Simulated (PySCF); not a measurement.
AlBH₂NO, CH₅OSi, BFH₃OSi (calculated)

Calculation on a computer-drawn molecule: optimised geometry and harmonic frequencies of an isolated molecule of the commonest isotopes, restricted reference for singlets and unrestricted otherwise, frozen core in MP2. Program: PySCF 2.14.0.

Common to all runs: basis cc-pV(D+d)Z.

(1) AlBH₂NO

Start structure:
```xyz
6
AlBH2NO
B      0.4260    -0.6498    -2.7616
N      0.1917     0.0482    -1.7547
Al    -0.1038     1.2056    -0.4386
O     -0.5348     0.6556     1.1042
H      0.6442    -1.3163    -3.7019
H     -0.6465    -0.2413     1.3765
```

Settings of this run: charge 0, multiplicity 2 and method MP2.

Results for AlBH₂NO: rotational constants 31.48, 3.103, 2.824 GHz; total energy -397.6395 hartree; spin squared 0.7522; convergence status largest gradient component 1.248e-05 hartree/bohr.

Drawn bonds:
```
atom  other atom  order
   1           2      1
   2           3      2
   3           4      1
   1           5      1
   4           6      1
```

Optimised structure:
```xyz
6
AlBH2NO
B      0.4335    -0.6663    -2.7926
N      0.1847     0.0034    -1.7359
Al    -0.1083     1.2052    -0.4214
O     -0.5473     0.7020     1.1592
H      0.6596    -1.3077    -3.7587
H     -0.6453    -0.2346     1.3733
```

Modes:
```
frequency (cm⁻¹)  reduced mass (dalton)
           104.3                  3.975
           119.4                  4.279
           254.9                  5.149
             356                  1.227
           578.2                  2.614
           655.3                  2.231
           720.2                  1.334
           731.8                  1.332
           852.3                  6.224
            1792                  5.639
            2896                  1.173
            3899                  1.067
```

(2) CH₅OSi

Start structure:
```xyz
8
CH5OSi
C      0.0239    -0.3308    -0.2565
Si     1.3241    -1.0499     0.9676
O      1.2413    -0.7416     2.4479
H     -0.6124    -1.1623    -0.5555
H     -0.6331     0.4063     0.2329
H      0.4677     0.1145    -1.1357
H      2.5064    -1.7401     0.6983
H      0.7224    -0.3210     3.2400
```

Settings of this run: charge 1, multiplicity 1 and method HF.

The calculation gives: rotational constants 28.94, 6.449, 5.452 GHz; total energy -404.3620 hartree; convergence status largest gradient component 3.209e-06 hartree/bohr.

Drawn bonds:
```
atom  other atom  order
   1           2      1
   2           3      1
   1           4      1
   1           5      1
   1           6      1
   2           7      1
   3           8      1
```

Optimised structure:
```xyz
8
CH5OSi
C      0.0271    -0.3558    -0.1831
Si     1.2718    -1.0022     0.9789
O      1.2939    -0.7057     2.5203
H     -0.4673    -1.2007    -0.6753
H     -0.7183     0.2713     0.3062
H      0.5386     0.2192    -0.9630
H      2.3737    -1.8637     0.5797
H      0.7208    -0.1873     3.0752
```

Modes:
```
frequency (cm⁻¹)  reduced mass (dalton)
           64.94                   1.13
           275.1                  2.786
             461                  1.277
           619.5                  1.053
           664.7                  1.222
           704.4                  2.073
           848.4                  1.369
           859.7                  1.776
           966.9                  1.188
            1119                  6.808
            1399                  1.226
            1513                  1.048
            1516                  1.048
            2480                  1.045
            3161                  1.036
            3242                  1.099
            3297                  1.103
            4098                  1.069
```

(3) AlBH₂NO

Start structure:
```xyz
6
AlBH2NO
O     -2.2956    -0.3307     2.7340
B     -1.5901    -1.2905     2.6102
N     -0.7733    -2.4066     2.4601
Al    -0.6468    -3.5288     1.0396
H     -0.1966    -2.5741     3.2678
H     -1.5943    -3.1806    -0.1800
```

Here we set charge 0, multiplicity 2 and method MP2.

It finds rotational constants 30.55, 2.804, 2.568 GHz; total energy -397.6477 hartree; spin squared 0.7545; convergence status largest gradient component 9.103e-06 hartree/bohr.

Drawn bonds:
```
atom  other atom  order
   1           2      2
   2           3      1
   3           4      1
   3           5      1
   4           6      1
```

Optimised structure:
```xyz
6
AlBH2NO
O     -2.3228    -0.3148     2.7075
B     -1.5899    -1.2956     2.6032
N     -0.7542    -2.4234     2.4703
Al    -0.6470    -3.5358     1.0287
H     -0.1730    -2.5858     3.2937
H     -1.6098    -3.1558    -0.1717
```

Modes:
```
frequency (cm⁻¹)  reduced mass (dalton)
           134.3                  5.833
             207                  1.511
           454.9                  3.438
           487.4                  1.075
             509                  11.36
           598.3                  1.849
           706.2                  3.308
           999.4                  3.145
            1181                   1.59
            1929                  1.054
            1998                  10.78
            3608                  1.074
```

(4) BFH₃OSi

Start structure:
```xyz
7
BFH3OSi
O     -0.0757     1.9858    -1.1524
B     -0.0300     0.8185    -1.0557
Si     0.2005    -1.1573    -0.6199
F      0.8786    -1.0830     0.8331
H     -0.2262     2.9535    -1.2682
H      1.2650    -1.7872    -1.4793
H     -1.0514    -1.8432    -0.5266
```

It was run with charge 1, multiplicity 1 and method HF.

Drawn bonds:
```
atom  other atom  order
   1           2      1
   2           3      1
   3           4      1
   1           5      1
   3           6      1
   3           7      1
```

**Q.** Give the missing rotational constants for BFH₃OSi (entry 4).
**A.** 16, 2.733, 2.404 GHz

**Q.** Estimate the total energy of BFH₃OSi (entry 4).
**A.** -489.4939 hartree

Further results for BFH₃OSi (entry 4):

| Quantity | Value |
| --- | --- |
| convergence status largest gradient component | 7.253e-06 hartree/bohr |

Optimised structure:
```xyz
7
BFH3OSi
O     -0.1673     1.9848    -1.3576
B      0.0009     0.8102    -1.0335
Si     0.2599    -1.2162    -0.5642
F      0.7701    -1.0958     0.9385
H     -0.1285     2.9073    -1.1170
H      1.2947    -1.6945    -1.4734
H     -1.0689    -1.8087    -0.6618
```

Modes:
```
frequency (cm⁻¹)  reduced mass (dalton)
           81.13                  1.221
           140.5                  6.279
           265.5                  2.596
           317.9                  1.281
           401.1                  5.892
           461.7                  8.962
           646.2                  1.488
           749.3                  1.111
           913.2                  1.491
           945.6                   2.51
            1007                  1.205
            1864                  9.036
            2432                  1.026
            2458                  1.059
            4043                  1.077
```
